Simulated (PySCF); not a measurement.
A calculated (UHF, PySCF 2.14, pcseg-2, the non-relativistic Hamiltonian (point nucleus)) atom or ion has these occupied shells.

| shell | electrons | orbital energy (eV) | rms radius, mean of both spins (bohr) |
| --- | --- | --- | --- |
| 1s α | 1 | -324.16 | 0.312 |
| 1s β | 1 | -323.30 | 0.312 |
| 2s α | 1 | -33.278 | 1.61 |
| 2s β | 1 | -29.597 | 1.61 |
| 2p α | 1 | -24.851 | 1.64 |

Problem. Name the element and its charge.

Solution. C⁺ (carbon, charge +1), in [He] 2s2 2p1, 2P determinant.
